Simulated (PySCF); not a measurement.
**Te²⁺ (tellurium, charge +2) across methods**

[Kr] 4d10 5s2 5p1 5d1, one real determinant (an excited configuration). All numbers are calculated (PySCF 2.14, a scalar-relativistic core potential, in aug-cc-pVQZ-PP with ECP28MDF (7s7p5d3f2g, 92 functions)). The B2PLYP total includes its PT2 part (frozen core); its orbital energies are those of the SCF part.

```
 method  E (hartree)  mean ε 5s β (eV)  mean ε 5p α (eV)  mean ε 5d α (eV)  Σ⟨r²⟩ (bohr²)   ⟨S²⟩
 r2SCAN    -266.6106           -34.204           -25.000           -12.642          44.02  2.002
   PBE0    -266.5281           -35.101           -25.880           -13.136          44.28  2.001
    UHF   -265.56766           -37.163           -29.097           -13.962          45.96  2.006
 B2PLYP    -266.2517           -36.073           -26.963           -13.358          44.93  2.002
LC-wPBE    -266.5291           -37.971           -28.720           -14.815          44.11  2.002
    LDA    -266.1122           -34.553           -24.717           -12.528          44.01  2.000
    PBE    -266.5239           -34.036           -24.588           -12.658          44.04  2.001
r2SCANh    -266.5969           -34.636           -25.473           -12.826          44.12  2.003
```

Problem. Estimate the same row for r2SCAN0.

Solution. E (hartree) = -266.5767; mean ε 5s β (eV) = -35.282; mean ε 5p α (eV) = -26.183; mean ε 5d α (eV) = -13.100; Σ⟨r²⟩ (bohr²) = 44.28; ⟨S²⟩ = 2.003.

⟨L²⟩ = 8.02 against 12 for a pure F term, so this real determinant mixes terms. Energies and moments cover only the electrons outside the core potential. The outer electron is Rydberg-like, and this basis confines it to a smaller radius and binds it less than a complete one would.
